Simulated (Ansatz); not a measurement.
`[F][Zn][CH2]BCl` + `[OH][GeH3]` → `ClBC[O][GeH3]` + `[F][ZnH]`  (substitution at a C–Zn bond)

Computed with Ansatz on PBE0-D4/def2-TZVP structures; ΔE is electronic, products minus reactants. CCSD(T)/CBS is the MP2 limit (def2-TZVPP, def2-QZVPP) plus CCSD(T) − MP2 in def2-TZVPP, frozen cores. Functionals use def2-TZVPP. For Ge, Zn outer-core shells are correlated without core-valence functions, which leaves a few kJ/mol of doubt a bond. Scalar relativity is left out up to krypton. Each species was taken in one conformer, which may not be the lowest.

```tsv
species	B2PLYP energy (Eh)
`[F][Zn][CH2]BCl`	-2403.84161
`[OH][GeH3]`	-2154.25522
`ClBC[O][GeH3]`	-2678.47557
`[F][ZnH]`	-1879.57443
```

Task: Work out ΔE.

Result: ΔE = (-2678.47557) + (-1879.57443) − (-2403.84161) − (-2154.25522) = 0.04683 Eh = +29.4 kcal/mol. CCSD(T)/CBS gives +30.5 kcal/mol.

Largest T1 diagnostic among the species: 0.018.

In def2-TZVPP, CCSD(T) changes the Hartree–Fock value by +3.5 kcal/mol (the triples alone add +0.4 kcal/mol) and MP2 by +6.5 kcal/mol. The D4 term adds −0.9 kcal/mol with B3LYP and −0.5 kcal/mol with PBE0; it sums over pairs of atoms, weighted by their polarisabilities, and B3LYP, whose exchange is more repulsive, gets the larger term.

B3LYP here is the variant with VWN-RPA as its local correlation; programs differ in this.
